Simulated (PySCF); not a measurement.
A structure optimised at PBE0-D3(BJ)/def2-TZVP, used in a PySCF frequency run:

```xyz
7

Cd     0.0039    -0.0180     0.0185
C     -0.2064     1.6444    -1.2236
H     -1.1008     2.2048    -0.9507
H     -0.2933     1.3218    -2.2617
H      0.6635     2.2947    -1.1274
O      0.1629    -1.6631     1.1000
H      0.4778    -1.5186     1.9942
```

Write its SMILES and formula.

[CH3][Cd][OH], CH4CdO

What are its rotational constants (standard atomic weights)?

129.40, 3.6045, 3.5858 GHz
